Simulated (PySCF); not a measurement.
Species: C5H5FO.
Bonds: F1–C2, C2–C3, C3–C4 (double), C4–O5, O5–C6, C6–C7 (double), C2–C7. Hydrogens: H8 on C2; H9 on C3; H10 on C4; H11 on C6; H12 on C7.

Computed by this run: PBE0-D3(BJ)/def2-SVP geometry optimisation, gas phase (PySCF); density fitting, grid level 1; the optimiser is geomeTRIC in internal coordinates, started from a GFN2-xTB structure with every atom displaced at random (about 0.01 Å).

Step 2: E = -10010.8040 eV
```
atom  x, y, z in Å  |  force x, y, z in eV/Å
F1     -0.8262   -0.3474    2.0909    0.014  -0.005   0.127
C2     -0.7637   -0.5285    0.7147    0.102   0.218  -0.394
C3      0.5708   -1.0634    0.3169   -0.151  -0.531  -0.338
C4      1.3665   -0.4747   -0.5868    0.009   0.343   0.484
O5      1.1030    0.7324   -1.1385   -0.036   0.011  -0.004
C6     -0.0490    1.3391   -0.7622    0.019  -0.117  -0.091
C7     -0.9755    0.7830    0.0290    0.142   0.079   0.220
H8     -1.5711   -1.2473    0.4762    0.029   0.001   0.072
H9      0.8581   -2.0483    0.6916    0.087   0.044   0.086
H10     2.3388   -0.8651   -0.9018   -0.154   0.002  -0.060
H11    -0.1354    2.3334   -1.2036   -0.040  -0.039  -0.058
H12    -1.8749    1.3547    0.2665   -0.019  -0.007  -0.045
```

Step 3: E = -10010.8031 eV
```
atom  x, y, z in Å  |  force x, y, z in eV/Å
F1     -0.7945   -0.3792    2.0914   -0.011   0.082   0.068
C2     -0.7542   -0.5297    0.7041    0.048  -0.096   0.103
C3      0.5536   -1.1194    0.3026   -0.247   0.709  -0.348
C4      1.3595   -0.4383   -0.5228    0.446  -0.382  -0.330
O5      1.1109    0.7515   -1.1161   -0.089  -0.106   0.174
C6     -0.0539    1.3527   -0.7884    0.034  -0.277   0.241
C7     -0.9414    0.7991    0.0454   -0.275   0.099   0.073
H8     -1.5866   -1.2203    0.4781   -0.084   0.049  -0.030
H9      0.8540   -2.1017    0.6682    0.032   0.031   0.042
H10     2.3134   -0.8286   -0.8676    0.212  -0.066   0.019
H11    -0.1758    2.3159   -1.2850    0.012   0.014   0.030
H12    -1.8435    1.3661    0.2829   -0.078  -0.057  -0.042
```

Step 4: E = -10010.8326 eV
```
atom  x, y, z in Å  |  force x, y, z in eV/Å
F1     -0.7844   -0.3708    2.0910    0.045  -0.005   0.044
C2     -0.7582   -0.5190    0.7016   -0.113  -0.048   0.138
C3      0.5497   -1.0960    0.2786   -0.031   0.001   0.030
C4      1.3880   -0.4493   -0.5370   -0.102  -0.079  -0.160
O5      1.1166    0.7437   -1.1081   -0.071   0.006   0.112
C6     -0.0543    1.3259   -0.7661   -0.012   0.388  -0.161
C7     -0.9708    0.8066    0.0567    0.231  -0.250  -0.040
H8     -1.5892   -1.2132    0.4810   -0.030  -0.016   0.007
H9      0.8463   -2.0754    0.6577   -0.029   0.000   0.048
H10     2.3448   -0.8453   -0.8742    0.098  -0.001   0.033
H11    -0.1691    2.2880   -1.2666    0.002   0.052   0.009
H12    -1.8780    1.3729    0.2783    0.011  -0.048  -0.062
```

Step 5: E = -10010.8369 eV
```
atom  x, y, z in Å  |  force x, y, z in eV/Å
F1     -0.7794   -0.3579    2.0967    0.022  -0.012  -0.033
C2     -0.7622   -0.5257    0.7095    0.108   0.072  -0.128
C3      0.5451   -1.0922    0.2781    0.053  -0.311   0.042
C4      1.3780   -0.4626   -0.5585   -0.171   0.240   0.124
O5      1.1130    0.7455   -1.1059    0.133   0.107  -0.141
C6     -0.0517    1.3455   -0.7673    0.121  -0.283   0.081
C7     -0.9611    0.7894    0.0418   -0.193   0.172   0.043
H8     -1.5947   -1.2221    0.4951    0.011   0.022   0.051
H9      0.8431   -2.0668    0.6696    0.006  -0.016  -0.001
H10     2.3482   -0.8513   -0.8767   -0.070   0.030  -0.015
H11    -0.1613    2.3208   -1.2451    0.016  -0.037  -0.004
H12    -1.8755    1.3453    0.2554   -0.037   0.016  -0.018
```

**Question.** Estimate the geometry and energy of step 6. (The exact step hangs on the optimiser's Hessian estimate; all steps are aligned on step 5, rigid shifts and turns removed.)

**Answer.** E = -10010.8439 eV, largest force 0.060 eV/Å
```
atom  x, y, z in Å  |  force x, y, z in eV/Å
F1     -0.7677   -0.3590    2.0954    0.021   0.011  -0.002
C2     -0.7600   -0.5244    0.7075    0.011   0.004  -0.029
C3      0.5427   -1.1029    0.2743    0.005   0.032  -0.051
C4      1.3750   -0.4549   -0.5505    0.035  -0.021   0.041
O5      1.1198    0.7520   -1.1027   -0.037  -0.027   0.036
C6     -0.0500    1.3401   -0.7670    0.003   0.011   0.019
C7     -0.9649    0.7934    0.0426   -0.005  -0.005   0.003
H8     -1.5969   -1.2173    0.5019   -0.005   0.013   0.025
H9      0.8416   -2.0782    0.6630   -0.001  -0.005  -0.014
H10     2.3434   -0.8418   -0.8719   -0.007  -0.008  -0.001
H11    -0.1606    2.3117   -1.2510   -0.008  -0.001  -0.001
H12    -1.8809    1.3493    0.2513   -0.010  -0.004  -0.025
```

The energy changes by -0.0071 eV. The first-order estimate −F·Δx gives -0.0136 eV and the mean of the old and new forces, exact on a quadratic surface, -0.0070 eV. The step makes an angle of 54° with the force vector and moves no atom by more than 0.013 Å.

What follows is the cost of the whole optimisation. On one thread, Intel Xeon 6975P-C (x86_64), no GPU, shared host with 192 logical CPUs at a one-minute load of 40, this took 42 s of wall time and 0.50 GiB of memory at its peak.
